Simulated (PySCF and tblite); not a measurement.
The numbers below are computed, except where a source is named.
C4H5FO2, numbered as in [CH3:1][O:2][C:3](=[O:4])/[CH:5]=[CH:6]\[F:7].

Search: ETKDG, MMFF94s, GFN2-xTB, 90 starts; geometries at GFN2-xTB. Free energies are TPSS-D3(BJ)/def2-TZVP single points with GFN2-xTB rigid-rotor and vibrational terms (modes under about 100 cm⁻¹ blended into free rotors). Symmetry numbers and mirror images are counted. Conformers within 2.5 kcal/mol (GFN2-xTB free energy) were kept, 6 at most. GIAO shieldings: PBE0/pcSseg-1. Shifts are against TMS (¹H), TMS (¹³C), CFCl3 (¹⁹F) at the same level. Programs: PySCF with density fitting and tblite.

(1) List the conformer-averaged shifts at 298.15 K.

(2) How do the conformers differ?

The minima are those of GFN2-xTB; planar forms about aryl–S or allylic bonds may be saddles in DFT. Unscaled ¹⁹F shifts at such levels can be off by tens of ppm; differences between conformers or isomers are more reliable. Shifts are unscaled: against experiment ¹³C can be off by 15 ppm or more and ¹H by 0.8 ppm.

## Answers

(1) ¹H: 7.07 (H6, 1H), 5.39 (H5, 1H), 3.92 (H1, 3H) ppm. ¹³C: 169.6 (C3), 169.5 (C6), 110.8 (C5), 53.4 (C1) ppm. ¹⁹F: -88.9 (F7) ppm.

(2) Torsions listed: C1–O2–C3–O4, O2–C3–C5–C6.
```csv
conformer,shape,weight %
1,"0°, 180°",61.9
2,"0°, 0°",38.1
```

```csv
signal,1,2,average
H1,3.89,3.96,3.92
H5,5.42,5.34,5.39
H6,7.03,7.15,7.07
C1,53.4,53.3,53.4
C3,169.0,170.5,169.6
C5,110.1,111.9,110.8
C6,169.7,169.1,169.5
F7,-89.3,-88.1,-88.9
```
